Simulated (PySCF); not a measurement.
# Exercise with solution: dipole moment from atomic charges

Ga(F)2(vinyl) (C2H3F2Ga), SMILES [F][Ga]([CH]=C)[F]. Atoms are numbered in the order given.

```xyz
8

Ga    -0.0427    -0.3203     0.0000
F     -0.9687    -1.8064     0.0000
F      1.6884    -0.6032     0.0000
C     -0.7587     1.4729     0.0000
C      0.0666     2.5296     0.0000
H     -1.8434     1.6235     0.0000
H     -0.3137     3.5582     0.0000
H      1.1562     2.4185     0.0000
```

Geometry optimised at B3LYP-D3(BJ)/def2-SVP. One conformer was computed; it need not be the lowest.

Charges (e) from PBE/def2-TZVP run with PySCF:

```tsv
atom	ESP fit	IAO
Ga1	1.002	1.177
F2	-0.421	-0.497
F3	-0.408	-0.504
C4	-0.462	-0.436
C5	-0.216	-0.241
H6	0.193	0.174
H7	0.170	0.163
H8	0.142	0.164
```

The dipole moment of the full density is 3.56 D.

Q: What dipole moment does each set of point charges give, and which comes closer to that of the density?

A: 
μ = Σ q r, and 1 e Å = 4.8032 D.
ESP fit: Σ q r = (-0.233, 0.720, 0.000) e Å, |μ| = 3.64 D.
IAO: Σ q r = (-0.287, 0.832, 0.000) e Å, |μ| = 4.23 D.
ESP fit comes closer in size. Point charges leave out the atoms' own dipoles (lone pairs, polarised bonds); fits to the potential absorb them, partitions of the density don't.
